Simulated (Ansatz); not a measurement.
`CC[Te][SiH3]` + `[NH2][InH2]` → `C[CH2][InH][NH2]` + `[SiH3][TeH]`  (formal exchange of groups at a C–Te bond)

Computed with Ansatz on PBE0-D4/def2-TZVP structures; ΔE is electronic, products minus reactants. CCSD(T)/CBS adds triple-zeta CCSD(T) − MP2 to the extrapolated MP2 energy (def2 sets, frozen cores). DFT in def2-TZVPP. B3LYP here is the variant with VWN-RPA as its local correlation; programs differ in this. HSE06 is defined as in plane-wave codes. Elements past krypton have def2 core potentials. For In, Te outer-core shells are correlated without core-valence functions, which leaves a few kJ/mol of doubt a bond. Each species was taken in one conformer, which may not be the lowest.

```tsv
level	ΔE (kcal/mol)	difference from CCSD(T)/CBS
LDA (SPW92)	-1.6	0.2
PBE-D4	-1.1	0.7
BLYP-D4	-0.8	1.0
r2SCAN-D4	-1.4	0.4
B97M-V	0.2	2.0
B3LYP-D4	-1.1	0.7
r2SCANh-D4	-1.4	0.4
r2SCAN0-D4	-1.4	0.4
HSE06-D4	-1.2	0.6
BHLYP-D4	-1.1	0.7
CAM-B3LYP-D4	-1.6	0.2
ωB97X-V	-1.5	0.3
ωB97M-V	-1.7	0.1
B2PLYP	-1.8	0.0
PBE-QIDH	-1.6	0.2
PBE	-1.7	0.1
revPBE	-1.7	0.1
BLYP	-2.0	-0.2
r2SCAN	-1.5	0.3
PBE0	-1.7	0.1
r2SCANh	-1.5	0.3
r2SCAN0	-1.6	0.2
HSE06	-1.7	0.1
BHLYP	-1.8	0.0
CAM-B3LYP	-2.1	-0.3
RPA@PBE/def2-TZVPP	-1.9	-0.1
HF/def2-SVP	-2.0	-0.2
MP2/def2-SVP	-2.2	-0.4
CCSD/def2-SVP	-2.9	-1.1
CCSD(T)/def2-SVP	-2.6	-0.8
HF/def2-TZVPP	-1.2	0.6
MP2/def2-TZVPP	-1.7	0.1
SCS-MP2/def2-TZVPP	-1.5	0.3
CCSD/def2-TZVPP	-2.3	-0.5
CCSD(T)/def2-TZVPP	-2.0	-0.2
MP2/def2-QZVPP	-1.6	0.2
SCS-MP2/def2-QZVPP	-1.4	0.4
HF/CBS(def2)	-1.1	0.7
MP2/CBS(def2)	-1.6	0.2
CCSD/CBS(def2)	-2.1	-0.3
CCSD(T)/CBS	-1.8	0
```

Largest T1 diagnostic among the species: 0.016.

At CCSD(T), def2-SVP lies −0.8 kcal/mol from the extrapolated value and def2-TZVPP −0.2 kcal/mol. The D4 term adds +0.9 kcal/mol with B3LYP and +0.5 kcal/mol with PBE0; it sums over pairs of atoms, weighted by their polarisabilities, and B3LYP, whose exchange is more repulsive, gets the larger term. Leaving LDA and LC-ωPBE aside and taking each functional with its dispersion term where it has one, the values spread over 2.0 kcal/mol, from B2PLYP to B97M-V.
